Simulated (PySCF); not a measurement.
## Radial density of Cu⁺ (copper, charge +1)

UHF, [Ar] 3d10, closed-shell 1S. Computed with PySCF 2.14 in cc-pVTZ-DK (7s6p4d2f1g, 68 functions), with the spin-free X2C one-electron Hamiltonian (Gaussian nucleus).

```tsv
r (bohr)	4πr²ρ (e/bohr)
0.000925	0.2728
0.00156	0.6810
0.00262	1.664
0.00440	3.920
0.00740	8.699
0.0125	17.35
0.0209	28.78
0.0352	35.36
0.0593	30.20
0.0997	30.27
0.168	40.23
0.282	23.62
0.474	20.09
0.798	18.85
1.34	5.293
2.26	0.7342
3.80	0.04012
6.39	3.806e-05
```

Densities and radii are taken from the X2C orbitals without a picture-change correction, which distorts them close to the nucleus.
